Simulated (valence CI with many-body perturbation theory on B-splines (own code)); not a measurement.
Values are calculated unless marked as measured or tabulated.
# Ga7+: magnetic and hyperfine properties of the levels

Method: valence CI with perturbative core correlation (CI+MBPT): six valence electrons over a frozen Dirac-Fock core [Ar], radial functions for each j: 7 s, 7 p, 8 d, 6 f, 4 g, 1 h, with the one-electron correlation potential Σ1 (screened to all orders), the two-electron term Σ2, the three-electron term Σ3, Breit, model QED; selected single and double excitations, second order for the rest, scaled by the run's own slope (own B-spline code, finite nucleus).

No measured levels were compared; by estimate terms of the open shell hold to 2 to 4 % of their energy, and close levels can change places; different configurations can be misplaced against each other by 1,000 to 8,000 cm⁻¹. Core correlation moves these levels by up to 67000 cm⁻¹, and in measured spectra 5 to 20 % of such shifts remained as error; rates that hang on mixing are uncertain with them. Among the levels kept, up to 5900 cm⁻¹ of a level comes from second order outside the variational space, and about a tenth of that is noise between levels of different J, which matters for small intervals. Only levels of the ground parity were solved; by the run's estimate the other parity begins above the list, which can be wrong where configurations are misplaced.

A/g_I is the dipole constant over the nuclear g factor μ/I (μ in nuclear magnetons, uniformly magnetised nucleus), B/Q the quadrupole constant per barn. Both hold the static response of the core; the bare values leave it out. Large factors of s and p1/2 electrons are usually good to 5 to 10 %; those of open d and f shells near neutrality can be off by tens of per cent, and small factors of p3/2, d and f electrons come from cancelling terms and can be off by a factor of two or in sign, in half-filled shells by more. B is blank for J = 1/2, where it vanishes, and for nearly pure S terms. Energies count from the lowest level. Levels with J = 0 are left out.

Letters in brackets count levels of one name in rising energy.

```tsv
Level	E (cm⁻¹)	g	A/g_I (MHz)	A/g_I bare	B/Q (MHz/b)	B/Q bare
3d6 5D_4	0	1.498	532	796	1880	1960
3d6 5D_3	1972	1.499	321	580	458	478
3d6 5D_2	3220	1.499	215	471	-403	-418
3d6 5D_1	4015	1.500	153	407	-648	-674
3d6 3P_2 [a]	35292	1.495	400	661	-194	-196
3d6 3H_6	35410	1.164	1190	1300	-1000	-1040
3d6 3H_5	36285	1.044	1250	1300	-389	-402
3d6 3H_4	36531	0.892	1370	1350	7.16	7.82
3d6 3F_4 [a]	39225	1.146	1060	1160	119	123
3d6 3F_3 [a]	40003	1.054	1250	1310	519	537
3d6 3F_2 [a]	40778	0.670	1960	1840	165	171
3d6 3P_1 [a]	40852	1.492	239	491	54.5	57.3
3d6 3G_5	44472	1.188	1110	1230	-90.3	-94.5
3d6 3G_4	46316	1.059	1360	1430	-122	-126
3d6 3G_3	46941	0.780	1810	1740	149	154
3d6 1I_6	54414	1.001	1420	1460	-1890	-1960
3d6 3D_2	56104	1.161	1070	1180	12.0	14.1
3d6 3D_1	56437	0.508	2200	2000	8.05	9.49
3d6 3D_3	56796	1.330	773	957	-349	-360
3d6 1G_4 [a]	57391	1.002	1460	1500	878	918
3d6 1D_2 [a]	66356	1.006	1380	1410	-1120	-1160
3d6 1F_3	77637	1.003	1440	1480	-2310	-2410
3d6 3P_1 [b]	91153	1.499	107	355	236	243
3d6 3F_2 [b]	92759	0.667	2160	2050	-1610	-1670
3d6 3F_4 [b]	92796	1.246	942	1090	-2520	-2620
3d6 3F_3 [b]	93389	1.081	1280	1350	-1900	-1970
3d6 3P_2 [b]	94628	1.497	563	821	-796	-828
3d6 1G_4 [b]	104840	1.003	1390	1430	-748	-777
3d6 1D_2 [b]	140490	0.999	1440	1470	2300	2390
3d5 4s 7S_3	449080	2.000	2610	2740
```

(1) Take the isotope of mass number 69, with I = 3/2, μ = 2.01502 μN and Q = 0.171 b. What is the hyperfine structure of 3d6 3H_4?

Answers

(1) From the table A = 1840 MHz, B = 1.22 MHz. Shifts from the centre of gravity in MHz: F = 5/2: -13800, F = 7/2: -7360, F = 9/2: 919, F = 11/2: 11000.
